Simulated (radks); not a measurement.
Results of a calculation; reference values are marked as such.
Isoelectronic series with 1 electrons, all held in the configuration 1s1, which need not be the ground one along the series. Level of theory: scalar-relativistic Kohn-Sham, LDA (Slater exchange, Perdew-Wang correlation), spin-polarised, spherical densities, point nucleus; open shells are filled with parallel spins first (spin-orbit coupling, left out, can overturn this in heavy ions) (a radial shooting solver on a logarithmic mesh with Libxc functionals). Total energies (hartree) and mean radii <r> (bohr) (* marks an orbital that is empty in some or all of the ions):

ion	E (hartree)	2p up*	2s up*	1s up
B4+	-12.32373	1.094	1.287	0.3035
O7+	-31.71951	0.6594	0.7820	0.1887
Si13+	-97.68884	0.3674	0.4375	0.1072
Cl16+	-144.36004	0.3006	0.3582	0.08810
Ca19+	-200.24325	0.2543	0.3029	0.07470
V22+	-265.42210	0.2202	0.2622	0.06478
Fe25+	-339.99535	0.1941	0.2310	0.05713
Cu28+	-424.07767	0.1734	0.2062	0.05105
Ge31+	-517.80057	0.1566	0.1860	0.04610
Br34+	-621.31347	0.1427	0.1693	0.04199
Sr37+	-734.78503	0.1311	0.1552	0.03851
Nb40+	-858.40458	0.1211	0.1431	0.03552
Ru43+	-992.38389	0.1124	0.1326	0.03294
Ag46+	-1136.95918	0.1049	0.1234	0.03067
